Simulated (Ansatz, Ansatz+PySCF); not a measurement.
```yaml
atoms:
  - { symbol: C, position_ang: [0.0000, 0.0000, -0.9669] }
  - { symbol: O, position_ang: [0.0000, 0.0000, 0.7252] }
```

Basis set: 6-31G (spherical functions). Left uncorrelated: 2 orbitals. Charge 0, multiplicity 1.

Computed with Ansatz (development build ahead of 0.2.0); each method stands on the lowest determinant of its kind that the runs found. Restricted open shells among the atoms or ions are ROHF, correlated in semicanonical orbitals with singles.

The atomization energy at this shape (free ground-state atoms in the same class of orbitals less the molecule, no zero-point energy) of singlet CO:

```tsv
method	atomization energy
UHF-CCSDT(Q)	4.96 eV
full CI (lowest root of this spin)	4.68 eV
RHF-CCSD(T)	4.62 eV
UHF-CCSD(T)	4.46 eV
RHF-MP2	4.22 eV
UHF	0.72 eV
RHF	-1.20 eV
RHF-CCSD	3.71 eV
```

(1) What does UHF-MP2 give?

Answers

(1) 2.62 eV. Caution: another spin multiplicity may lie lower; the shape is not the minimum. Caution for UHF-CCSDT(Q), UHF-CCSD(T), UHF-MP2: a plain start can end on a higher determinant; large amplitudes, a single reference is doubtful. Caution for UHF-CCSDT(Q), UHF-CCSD(T), UHF-MP2, UHF: the unrestricted determinant is a mixture of spin states. Caution for RHF-CCSD(T), RHF-MP2, RHF, RHF-CCSD: an unrestricted determinant lies well below. Caution for RHF-CCSD(T), RHF-MP2, RHF-CCSD: large share of triples, a single reference is doubtful. Caution for UHF-CCSD(T), UHF-MP2: another reference gives a lower total. Caution for UHF-CCSD(T): the program doubts this total. Caution for RHF: the molecule lies well above its atoms at this level.

This basis has no polarisation functions and is too small for such energies, which can lie far from measured ones in either direction.
